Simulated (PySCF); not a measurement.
BClH, SMILES [BH]Cl (connectivity only; charge and spin as stated), charge +1, multiplicity 1. Geometry optimised at ωB97X-D3(BJ)/def2-TZVPD. The multiplicity is an assumed one; other spin states were not compared. The isomer is the one that the SMILES or the coordinates give; other isomers of the formula were not compared.

TDA-LC-ωPBE/def2-TZVPD run with PySCF 2.14.0 puts the lowest singlet excitations at 7.22, 7.43, 7.43, 9.27, 9.27, 10.32 eV and the lowest triplet (TDA) at 6.28 eV.

What are the lowest singlet roots from EOM-CCSD/aug-cc-pVDZ (PySCF 2.14.0)? (An estimate is asked for; the answer gives what the named calculation found.)

7.54, 7.56, 7.56, 9.42, 9.42, 9.65 eV; triplets 6.62, 7.14, 7.14 eV. S1 differs by 0.32 eV (second minus first; roots are paired by order, and the bases may differ).
